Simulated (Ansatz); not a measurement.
Geometry optimisation, Ansatz 0.2.0, RKS PBE-D4/def2-SVP.

input.yaml

```yaml
crystal:
  periodic: [false, false, false]
  atoms:
    - { symbol: Hf, position_ang: [-0.487056, 0.0, -0.466478] }
    - { symbol: Cl, position_ang: [0.050443, 0.0, 3.212361] }
    - { symbol: F, position_ang: [1.336033, 0.0, 0.118322] }
    - { symbol: F, position_ang: [-0.736807, 1.5573, -1.542203] }
    - { symbol: F, position_ang: [-0.736807, -1.5573, -1.542203] }
    - { symbol: F, position_ang: [-1.916929, 0.0, 0.875829] }
    - { symbol: H, position_ang: [-1.249976, 0.0, 2.886871] }
basis:
  gaussian: { orbitals: def2-SVP }
hamiltonian:
  xc: pbe
  dispersion: d4
relax:
  f_tol: 0.03
  max_steps: 50
```

Run as:

```bash
$ ansatz run input.yaml --threads 2 --pin off --max-ram 3072MiB --backend cpu --events-out ev --progress --plain --runs-dir out
```

Where does it end, and by what steps?

The run converged. The force dipped under the threshold on the way, but the program's further checks kept it going. After 9 steps the energy has fallen by 0.037 eV; Cl2 moved furthest, 0.28 Å.

```tsv
step	energy less start (eV)	largest force component (eV/Å)	accepted
0	0.0000	0.995	yes
1	-0.0135	0.853	yes
2	-0.0171	0.748	yes
3	-0.0228	0.661	yes
4	-0.0295	0.437	yes
5	-0.0320	0.343	yes
6	-0.0355	0.146	yes
7	-0.0370	0.017	yes
8	-0.0370	0.045	no
9	-0.0372	0.021	yes
```

```xyz
7
Properties=species:S:1:pos:R:3
Hf -0.496 0.000 -0.510
Cl -0.053 0.000 3.471
F 1.316 0.000 0.095
F -0.772 1.549 -1.594
F -0.772 -1.549 -1.594
F -1.814 0.000 0.910
H -1.150 0.000 2.764
```

Whether the end is a true minimum wasn't checked by a vibrational analysis.

Run time: 24 s on 2 threads of AMD EPYC 7R43 64-Core Processor (Zen 3), with other jobs on the host, peak memory 0.23 GiB.
